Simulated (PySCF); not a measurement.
B₂FH₄N.
SMILES: `B(NB)F`

A linear-response calculation (PySCF, def2-SVPD basis, gas phase, vertical, core orbitals frozen in the response) gave these numbers; the functional is withheld.

Orbital energies (eV): HOMO-3 -13.38, HOMO-2 -12.17, HOMO-1 -11.62, HOMO -11.36, LUMO 0.89, LUMO+1 1.99, LUMO+2 2.48.

```csv
state,E (eV),f,"main configurations (H = HOMO, L = LUMO)"
S1,6.72,0.0004,H→L (94%)
S2,7.76,0.317,H-1→L (96%)
S3,7.95,0.020,"H-2→L (81%), H-2→L+2 (10%)"
S4,8.79,0.0074,"H-3→L (82%), H→L+2 (9%)"
S5,9.10,0.058,"H-1→L+1 (81%), H-1→L+4 (15%)"
S6,9.15,0.037,"H→L+1 (81%), H→L+3 (12%)"
```

Triplets (Tamm–Dancoff): T1 6.16 eV, H→L (90%); T2 6.53 eV, H-1→L (97%); T3 7.38 eV, H-2→L (70%), H-2→L+2 (20%); T4 7.99 eV, H-1→L+2 (94%).

Vertical ionisation energy by ΔSCF with the same functional: 12.13 eV. Mean static polarisability: 37.8 au.

**Question.** Name the functional.
A. wB97X-D
B. PBE
C. B3LYP
D. HF

**Answer.** A. wB97X-D is range-separated, 22% exact exchange at short range and 100% at long range (ω = 0.2 bohr⁻¹). In this run −ε(HOMO) = 11.36 eV differs from the ΔSCF value by -0.77 eV, and S1 differs from the orbital gap of 12.25 eV by -5.54 eV. The ratio −ε(HOMO)/IP is 0.94. Usual ranges for neutral molecules in this basis: 0.89 to 0.99 with wB97X-D, 0.5 to 0.7 with PBE, 0.67 to 0.83 with B3LYP; Hartree–Fock can't fall below 1, since the ion's relaxation only lowers the ΔSCF value. The other options: PBE, a GGA without exact exchange; HF, time-dependent Hartree–Fock, 100% exact exchange; B3LYP, a global hybrid with 20% exact exchange.

Level of theory: TDDFT wB97X-D/def2-SVPD, vertical, gas phase, core orbitals frozen in the response (PySCF). Geometry: PBE0-D3(BJ)/def2-SVP, one conformer, isolated molecule.

Shape of the structure used: `[BH2:1][NH:2][BH:3][F:4]`: B1–N2–B3–F4 180°.
